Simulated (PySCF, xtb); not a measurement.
W(O)(S)(NH2)2 (H4N2OSW), SMILES [NH2][W]([NH2])(=[O])=[S], multiplicity 1. One conformer was computed; it need not be the lowest.

Harmonic wavenumbers (cm⁻¹) from xtb with GFN2-xTB at its own minimum, in rising order: 140, 145, 153, 166, 195, 252, 281, 461, 468, 478, 497, 503, 509, 518, 846, 1470, 1471, 3253, 3257, 3266, 3273.

Task: What does PBE-D3(BJ)/def2-SVP (PySCF) give at its own minimum? (The exact figures need the calculation; the answer reports its results.)

Result: 151, 180, 185, 208, 232, 298, 339, 397, 426, 517, 618, 635, 679, 688, 968, 1451, 1453, 3472, 3476, 3575, 3575. Paired by order, the mean absolute difference is 105 cm⁻¹ and the zero-point energies are 30.9 and 33.6 kcal/mol.
